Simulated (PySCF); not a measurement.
# Correlation energy of Bi (bismuth, neutral)

[Xe] 4f14 5d10 6s2 6p2 7s1, 7s spin antiparallel (an excited configuration). Calculation: PySCF 2.14, in aug-cc-pVTZ-PP with ECP60MDF (6s5p4d2f, 55 functions); scalar relativity through the core potential. Frozen: 5s2 5p6 5d10; 5 electrons correlated.

MP2 pair energies summed by pair of shells (mhartree):

```csv
pair,energy,share (%)
6s-6p,-22.68,47.6
6s-6s,-10.95,23.0
6p-7s,-6.76,14.2
6p-6p,-3.72,7.8
6s-7s,-3.49,7.3
```

Total MP2 correlation energy: -47.61 mhartree.

Same-spin part -8.94 and opposite-spin part -38.67 mhartree; SCS-MP2 scales them by 1/3 and 6/5 to -49.38 mhartree.

Spin-orbit coupling is strong in this species, so the high-spin LS determinant is a model state.
